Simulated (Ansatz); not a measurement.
Species: C₄H₆O, SMILES `C=CCC=O` (C–C–C–C torsion -120°, C–C–C–O torsion 132°) (charge 0, multiplicity 1), formula C4H6O.

### Question
How many basis functions does frozen-core CCSD(T)/cc-pVTZ // PBE0-D4/def2-TZVP in Ansatz (a program for electronic structure) use, how many core orbitals are frozen, and how many electrons are correlated?

### Answer
234 basis functions and 5 frozen orbitals, which leaves 28 correlated electrons. Core time is of the order of minutes.
